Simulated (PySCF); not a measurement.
Cs (SMILES [Cs]), doublet (core potentials on Cs). Base run: PBE/def2-TZVP in PySCF.

Here is a job for PySCF.
```python
from pyscf import gto, scf, dft

mol = gto.M(
    atom='''
Cs    0.000000    0.000000    0.000000
''',
    basis='def2-tzvp',
    ecp={'Cs': 'def2-tzvp'},
    charge=0,
    spin=1,
    verbose=4,
)

mf = dft.UKS(mol)
mf.xc = 'pbe'
mf.kernel()
```

The base run was repeated with changes; each row names its change, and settings that it needs were set with it.

```csv
change,basis functions,E (Eh),HOMO (eV)
base,29,-20.14714,-2.27
basis = jorge-DZP-DKH; relativity = spin-free X2C; nucleus = Gaussian (with nucmod='G'; without ecp={'Cs': 'def2-tzvp'}),41,-7783.33744,-2.32
basis = ANO-RCC-VDZP; relativity = none (without ecp={'Cs': 'def2-tzvp'}),47,-7250.27268,-1.95
basis = x2c-SVPall; relativity = none (without ecp={'Cs': 'def2-tzvp'}),54,-7301.75578,-1.65
basis = x2c-SVPall; relativity = spin-free X2C (without ecp={'Cs': 'def2-tzvp'}),54,-7785.60789,-2.24
basis = ANO-RCC-VDZP; relativity = spin-free X2C (without ecp={'Cs': 'def2-tzvp'}),47,-7785.71718,-2.33
basis = jorge-DZP-DKH; relativity = none (without ecp={'Cs': 'def2-tzvp'}),41,-7444.51291,-2.05
basis = jorge-DZP-DKH; relativity = spin-free X2C (without ecp={'Cs': 'def2-tzvp'}),41,-7783.59299,-2.32
basis = ANO-RCC-VDZP; relativity = spin-free X2C; nucleus = Gaussian (with nucmod='G'; without ecp={'Cs': 'def2-tzvp'}),47,-7785.41142,-2.33
basis = x2c-SVPall; relativity = spin-free X2C; nucleus = Gaussian (with nucmod='G'; without ecp={'Cs': 'def2-tzvp'}),54,-7785.36494,-2.24
```

Total energies compare only within one method and basis.

Open shells are given as the SCF converged; they aren't shown to be the lowest states, and a large step between rows can be another state.

Basis sets contracted for a relativistic Hamiltonian are a mismatch without it, so the rows without relativity aren't non-relativistic limits. No row has spin-orbit coupling; sets with core potentials leave out the core electrons.
